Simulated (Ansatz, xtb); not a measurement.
# Relative energy of two structures of CHGeO+

We compare a, a singlet given by its coordinates, with b, a singlet given by its coordinates. Both are gas-phase species (loosely bound parts included), relaxed with B3LYP/6-31G*.

a (Å):

```yaml
atoms:
  - { symbol: C, position_ang: [-1.0178, 1.3212, -1.9453] }
  - { symbol: Ge, position_ang: [0.4749, -0.0118, -1.9901] }
  - { symbol: O, position_ang: [-1.5619, 0.1956, -1.9496] }
  - { symbol: H, position_ang: [-1.6030, 2.2507, -1.9225] }
```

Close contacts (Å): C1–Ge2 2.00, C1–O3 1.25, Ge2–O3 2.05, C1–H4 1.10.

b (Å):

```yaml
atoms:
  - { symbol: C, position_ang: [0.8946, 0.3325, 1.9572] }
  - { symbol: Ge, position_ang: [-1.0011, 1.0310, -0.8599] }
  - { symbol: O, position_ang: [0.3221, 0.5480, 0.9813] }
  - { symbol: H, position_ang: [0.3173, 0.6501, -1.6858] }
```

Close contacts (Å): C1–O3 1.15, Ge2–O3 2.32, Ge2–H4 1.60.

**Question.** Estimate which is lower in electronic energy at CCSD(T)/def2-TZVPP, and by roughly how much.

**Answer.** The CCSD(T)/def2-TZVPP calculation puts structure a lower, by 0.236 eV.

The same difference at several levels:

| level | geometry | E(b) − E(a) (eV) | departure from the last row (eV) | job, with rough time for the two |
| --- | --- | --- | --- | --- |
| B3LYP/6-31G* | B3LYP/6-31G* | +0.374 | +0.137 | optimisation, 68 s |
| HF/def2-TZVPP | B3LYP/6-31G* | −0.477 | −0.714 | part of the CCSD(T) run |
| MP2/def2-TZVPP | B3LYP/6-31G* | +0.406 | +0.169 | part of the CCSD(T) run |
| CCSD(T)/def2-TZVPP | B3LYP/6-31G* | +0.236 |  | single point, 68 s |

HF/def2-TZVPP puts the two in the other order. The largest departure from CCSD(T)/def2-TZVPP is that of HF/def2-TZVPP, 0.714 eV. Levels run at GFN2-xTB geometries aren't shown.

With harmonic frequencies from B3LYP/6-31G* (ideal gas, rigid rotor, one conformer each, 298.15 K, 1 atm): on the last row, ΔE + ΔZPE = +0.073, ΔH = +0.116, ΔG = +0.026 eV.

The correlated steps freeze 11 core orbitals; the filled d shell of Ge is correlated, in a basis made for valence electrons. Programs: Ansatz 0.2.0; the last row on 1 thread of AMD EPYC (Zen 3) on a shared host.
